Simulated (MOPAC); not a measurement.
MOPAC input (PM7):

```
PM7 PRECISE GNORM=0.05 LET XYZ CHARGE=-1 GEO-OK AUX(PRECISION=9) THREADS=1
H7N2OSi2

N     0.99986300 1    1.61956500 1    0.14729900 1
Si    1.54991700 1    0.06991900 1   -0.01885500 1
O     0.30202800 1   -1.07499900 1   -0.27472900 1
Si   -1.26002300 1   -0.60250700 1   -0.34317100 1
N    -1.78528200 1    0.53121700 1    0.85459500 1
H     1.00196200 1    2.19560500 1   -0.68713100 1
H     2.18353500 1   -0.46254500 1    1.23473800 1
H     2.52662200 1   -0.26678900 1   -1.12491600 1
H    -1.57048300 1   -0.03609500 1   -1.68434200 1
H    -2.10698900 1   -1.82504200 1   -0.17973800 1
H    -1.95387200 1    0.14190800 1    1.77325100 1
H    -1.05758100 1    1.25370300 1    0.92108900 1
```

From the output:

```
                                                       MOPAC v23.2.5 Linux

          FINAL HEAT OF FORMATION =       -138.36983 KCAL/MOL =    -578.93935 KJ/MOL

          COSMO AREA              =        148.54 SQUARE ANGSTROMS
          COSMO VOLUME            =        145.50 CUBIC ANGSTROMS

          GRADIENT NORM           =          0.04936          =       0.01425 PER ATOM
          IONIZATION POTENTIAL    =          3.402583 EV
          HOMO LUMO ENERGIES (EV) =         -3.403  5.262
          NO. OF FILLED LEVELS    =         16
          MOLECULAR WEIGHT        =        107.2391         POINT GROUP:  C1

          MOLECULAR DIMENSIONS (Angstroms)

            Atom       Atom       Distance
            H    10    H     6     5.56891
            H     7    H    12     4.93452
            H     9    H    11     3.40093

          SCF CALCULATIONS        =         69

   ATOM   CHEMICAL          X               Y               Z
  NUMBER   SYMBOL      (ANGSTROMS)     (ANGSTROMS)     (ANGSTROMS)

     1       N          1.72160886  *   1.65062316  *   0.43929441  *
     2      Si          1.68459767  *   0.09144243  *  -0.16043270  *
     3       O          0.16041121  *  -0.59613760  *  -0.34590672  *
     4      Si         -1.36239848  *  -0.82900413  *  -0.22730442  *
     5       N         -2.23420951  *   0.43784332  *   0.73900184  *
     6       H          1.55769450  *   2.40127344  *  -0.21275945  *
     7       H          2.34334476  *  -0.80707688  *   0.78428298  *
     8       H          2.21040817  *  -0.13838498  *  -1.50729367  *
     9       H         -2.01074403  *  -0.82341805  *  -1.53554546  *
    10       H         -1.66724737  *  -2.09179980  *   0.43897891  *
    11       H         -1.90253586  *   0.49459298  *   1.70097184  *
    12       H         -2.13105318  *   1.37198130  *   0.34602414  *

                             CARTESIAN COORDINATES

   1    N        1.721608858     1.650623163     0.439294407
   2   Si        1.684597674     0.091442432    -0.160432703
   3    O        0.160411215    -0.596137599    -0.345906718
   4   Si       -1.362398479    -0.829004127    -0.227304420
   5    N       -2.234209513     0.437843318     0.739001837
   6    H        1.557694496     2.401273437    -0.212759449
   7    H        2.343344756    -0.807076879     0.784282981
   8    H        2.210408168    -0.138384983    -1.507293667
   9    H       -2.010744026    -0.823418055    -1.535545462
  10    H       -1.667247365    -2.091799803     0.438978909
  11    H       -1.902535856     0.494592978     1.700971843
  12    H       -2.131053184     1.371981304     0.346024139

           Empirical Formula: H7 N2 O Si2  =    12 atoms

      MOLECULAR POINT GROUP   :   C1

                  EIGENVALUES
 -31.18008 -26.89214 -24.47766 -13.30297 -12.43827 -12.10642 -10.34981 -10.15418
  -9.82909  -8.94509  -8.39348  -7.79422  -6.26913  -5.93717  -4.07307  -3.40258
   5.26152   5.77061   6.74861   7.42148   8.07863   8.21157   9.34739  10.70826
  11.67388  12.37979  14.04751  27.17114  27.39240  28.10927  28.83720  29.13999
  29.36499  29.69548  30.11093  30.98764  31.10423

              NET ATOMIC CHARGES AND DIPOLE CONTRIBUTIONS

  ATOM NO.   TYPE          CHARGE      No. of ELECS.   s-Pop       p-Pop       d-Pop
    1          N          -0.919258        5.9193     1.74708     4.17218
    2         Si           0.204379        3.7956     0.82606     2.68386     0.28570
    3          O          -0.701001        6.7010     1.62515     5.07585
    4         Si           0.334211        3.6658     0.84430     2.53657     0.28492
    5          N          -0.753042        5.7530     1.63403     4.11901
    6          H           0.223059        0.7769     0.77694
    7          H           0.019086        0.9809     0.98091
    8          H           0.001969        0.9980     0.99803
    9          H           0.042198        0.9578     0.95780
   10          H           0.042346        0.9577     0.95765
   11          H           0.253652        0.7463     0.74635
   12          H           0.252403        0.7476     0.74760
 DIPOLE           X         Y         Z       TOTAL
 POINT-CHG.    -4.211    -3.961    -1.866     6.075
 HYBRID         0.163     1.451    -0.031     1.460
 SUM           -4.048    -2.510    -1.898     5.127

          ATOMIC ORBITAL ELECTRON POPULATIONS

     Atom    s        px        py        pz      x^2-y^2     xz        z^2       yz        xy
    1  N   1.74708   1.60495   1.15619   1.41104
    2 Si   0.82606   0.73481   0.92520   1.02384   0.05474   0.04678   0.04295   0.05719   0.08404
    3  O   1.62515   1.44217   1.79135   1.84233
    4 Si   0.84430   0.64194   0.90293   0.99171   0.07384   0.07465   0.04078   0.03120   0.06445
    5  N   1.63403   1.66358   1.24361   1.21182
    6  H   0.77694
    7  H   0.98091
    8  H   0.99803
    9  H   0.95780
   10  H   0.95765
   11  H   0.74635
   12  H   0.74760

 **********************
 *                    *
 * JOB ENDED NORMALLY *
 *                    *
 **********************

 == MOPAC DONE ==
```

The dipole moment of an ion depends on the origin.

The geometry given is a B3LYP-D3(BJ)/def2-TZVP minimum.
